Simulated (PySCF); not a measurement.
# Correlation energy of Cu⁺ (copper, charge +1)

[Ar] 3d10, closed-shell 1S. Calculation: PySCF 2.14, in x2c-SVPall; the spin-free X2C one-electron Hamiltonian (Gaussian nucleus). Frozen: [Ar]; 10 electrons correlated.

Total MP2 correlation energy: -274.92 mhartree.

Same-spin part -105.30 and opposite-spin part -169.62 mhartree; SCS-MP2 scales them by 1/3 and 6/5 to -238.64 mhartree.

| level | correlation energy (mhartree) |
| --- | --- |
| CCSD | -242.42 |
| (T) | -10.67 |
| CCSD(T) | -253.09 |

Diagnostics: T1 = 0.016, D1 = 0.0226, largest double amplitude 0.027.

Cost of the coupled-cluster step: 0.09 s of wall time on 1 thread of Intel(R) Xeon(R) 6975P-C (shared host), for 10 correlated electrons.

Iterations:

```
CC2 = 0
CCSD nocc = 5, nmo = 27
frozen orbitals [0, 1, 2, 3, 4, 5, 6, 7, 8]
max_cycle = 100
direct = 0
conv_tol = 1e-08
conv_tol_normt = 1e-06
diis_space = 8
diis_start_cycle = 0
Init t2, MP2 energy = -1652.87451025141  E_corr(MP2) -0.274919718850789
Init E_corr(CCSD) = -0.274919718885095
cycle = 1  E_corr(CCSD) = -0.228923188552367  dE = 0.0459965303  norm(t1,t2) = 0.0745252
cycle = 2  E_corr(CCSD) = -0.248563968099591  dE = -0.0196407795  norm(t1,t2) = 0.03867
cycle = 3  E_corr(CCSD) = -0.242735864913672  dE = 0.00582810319  norm(t1,t2) = 0.0249595
cycle = 4  E_corr(CCSD) = -0.24237727431371  dE = 0.0003585906  norm(t1,t2) = 0.00206354
cycle = 5  E_corr(CCSD) = -0.242412029399295  dE = -3.47550856e-05  norm(t1,t2) = 0.00065158
cycle = 6  E_corr(CCSD) = -0.242426948613946  dE = -1.49192147e-05  norm(t1,t2) = 4.80691e-05
cycle = 7  E_corr(CCSD) = -0.242424359601978  dE = 2.58901197e-06  norm(t1,t2) = 1.74263e-05
cycle = 8  E_corr(CCSD) = -0.242422445862739  dE = 1.91373924e-06  norm(t1,t2) = 7.51424e-06
cycle = 9  E_corr(CCSD) = -0.242422419994965  dE = 2.58677736e-08  norm(t1,t2) = 3.72023e-07
cycle = 10  E_corr(CCSD) = -0.242422458949814  dE = -3.89548489e-08  norm(t1,t2) = 1.55561e-07
cycle = 11  E_corr(CCSD) = -0.242422457734613  dE = 1.21520122e-09  norm(t1,t2) = 1.02577e-08
CCSD converged
E(CCSD) = -1652.842012990297  E_corr = -0.2424224577346129
CCSD(T) correction = -0.0106667224949924
```
